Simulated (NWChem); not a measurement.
# MgSi₂H₆; SMILES [SiH3][Mg][SiH3]

```xyz
9

Mg     0.0000     0.0000     0.0000
Si     0.0000     0.0000     2.5926
H     -0.6019    -1.2560     3.1848
H     -0.7868     1.1493     3.1848
H      1.3887     0.1067     3.1848
Si     0.0000     0.0000    -2.5926
H      0.0468     1.3920    -3.1848
H     -1.2289    -0.6555    -3.1848
H      1.1822    -0.7365    -3.1848
```
Atoms are numbered in this order, from 1.

Computed with NWChem. Pople sets run with spherical d functions. Medium grid unless said otherwise, to which SCAN and Minnesota functionals are sensitive. The geometry was optimised at PBE-D3(BJ)/def2-SVP. B3LYP is NWChem's, with the RPA form of VWN correlation. Total energies of different functionals are on different scales.

| level | energy (Ha) | highest occupied level (eV) | orbital gap (eV) |
|---|---|---|---|
| B3LYP/6-31G* | -782.6594 | -6.31 | 4.88 |
| PBE/6-31G* | -782.1497 | -5.57 | 3.68 |
| MN15-L/6-31G* | -782.3833 | -5.92 | 3.89 |
| HCTH/407/6-31G* | -782.6828 | -5.67 | 3.72 |
| Hartree-Fock/6-31G* | -780.8927 | -8.67 | 9.53 |
| RPBE/6-31G* | -782.5271 | -5.55 | 3.71 |
| B97-D/6-31G* | -782.5627 | -5.51 | 3.69 |
